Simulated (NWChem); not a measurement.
## Basis-set convergence for ClFPb

```xyz
3

Pb    -0.3666    -0.1717     0.0000
F      0.9913    -1.7290     0.0000
Cl     1.2436     1.7435     0.0000
```
Charge 0, spin multiplicity 1.

All runs are NWChem calculations. The geometry was optimised at B3LYP/def2-SVP with def2 effective core potentials on Pb, a minimum by its harmonic frequencies.

Quantity: first vertical ionisation energy at the level G0W0@PBE0.

Effective core potentials replace the inner electrons of Pb; spin-orbit coupling is left out. GW and range-separated runs recompute their integrals, the others keep them in memory, which bears on the times. The structure started from a generated list of species.

Costs are rough ratios of processor time within this set of runs, SCF included, with def2-SVP as 1.

### Question
In def2-QZVP the value is 10.58 eV. Among def2-SVP, def2-SVPD, def2-TZVP, def2-TZVPP, def2-TZVPD, which is the smallest basis within 0.05 eV of it?

### Answer
No smaller set comes that close. def2-QZVP isn't the basis-set limit itself, and a small set can land close by cancellation.

| basis | functions | first vertical ionisation energy (eV) | relative cost |
|---|---|---|---|
| def2-SVP | 58 | 9.64 | 1 |
| def2-SVPD | 82 | 9.97 | under 3 |
| def2-TZVP | 118 | 10.32 | 5 |
| def2-TZVPP | 123 | 10.35 | 4 |
| def2-TZVPD | 142 | 10.33 | 7 |
| def2-QZVP | 209 | 10.58 | 30 |
